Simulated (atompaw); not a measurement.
Rh PAW (atompaw): all-electron and pseudo phase curves

- Element: Rh
- Generator: atompaw 4.2.0.5
- Type: PAW
- Functional: LDA (PW92)
- Relativity: scalar-relativistic
- Frozen core: [Kr]
- Valence charge: 9
- Reference configuration: 4d8 5s0.5 5p0 (charge +0.5)
- Partial waves: 5s (bound): rc 2.90 bohr; 5s channel at 0.15 Ry: rc 2.90 bohr; 5p (bound, empty): rc 2.90 bohr; 5p channel at 3.1 Ry: rc 2.80 bohr; 4d (bound): rc 2.90 bohr; 4d channel at -0.2 Ry: rc 2.90 bohr
- Local potential: bessel scheme, radius 2.05 bohr
- Core correction: smooth core density matched at 2.90 bohr
- Augmentation charge: sinc compensation charge, radius 2.30 bohr; PAW radius 2.90 bohr; waves and projectors: custom rrkj gramschmidtortho

The phase is arctan(r·u′/u) with u = r·R(r), unwrapped; energies in Ry, scanned from -3 to 5 Ry. A pole is an energy at which the radial function vanishes at the test radius. The pseudo phase is shifted by a multiple of π to meet the all-electron one at the reference energy, and phase errors are pseudo minus all-electron; the curves can meet again beyond the range given. Levels narrower than the energy grid can be missing from the lists of poles.

Task: For each channel, where are the poles, and over which energies does the pseudopotential scatter like the atom?

Result:

```
channel  radius (bohr)  reference energy (Ry)  poles, all-electron  poles, pseudo  unbroken range about the reference energy with phases within 0.05 rad  phase error 1 Ry above the reference energy (rad)
      s           2.91                  -0.57                 0.91     0.91, 3.30                                                              below 2.5                                             -0.000
      p           2.91                  -0.26                 1.95           1.94                                                              below 4.5                                             -0.002
      d           2.91                  -0.72          -0.55, 3.91    -0.55, 3.88                                                        the whole range                                             -0.000
```

Phases in the p channel:

| E (Ry) | all-electron | pseudo |
| --- | --- | --- |
| -3.00 | 1.353 | 1.348 |
| -2.76 | 1.341 | 1.336 |
| -2.52 | 1.326 | 1.323 |
| -2.28 | 1.309 | 1.306 |
| -2.04 | 1.289 | 1.286 |
| -1.80 | 1.264 | 1.261 |
| -1.56 | 1.232 | 1.230 |
| -1.32 | 1.189 | 1.188 |
| -1.08 | 1.130 | 1.129 |
| -0.84 | 1.042 | 1.040 |
| -0.60 | 0.897 | 0.896 |
| -0.36 | 0.633 | 0.633 |
| -0.12 | 0.132 | 0.132 |
| 0.12 | -0.526 | -0.527 |
| 0.36 | -0.969 | -0.971 |
| 0.60 | -1.201 | -1.203 |
| 0.84 | -1.332 | -1.334 |
| 1.08 | -1.415 | -1.417 |
| 1.32 | -1.473 | -1.475 |
| 1.56 | -1.517 | -1.518 |
| 1.80 | -1.552 | -1.553 |
| 2.04 | -1.582 | -1.583 |
| 2.28 | -1.609 | -1.609 |
| 2.52 | -1.634 | -1.635 |
| 2.76 | -1.659 | -1.659 |
| 3.00 | -1.685 | -1.685 |
| 3.24 | -1.713 | -1.713 |
| 3.48 | -1.745 | -1.745 |
| 3.72 | -1.784 | -1.785 |
| 3.96 | -1.833 | -1.838 |
| 4.20 | -1.903 | -1.916 |
| 4.44 | -2.008 | -2.046 |
| 4.68 | -2.188 | -2.304 |
| 4.92 | -2.539 | -2.909 |
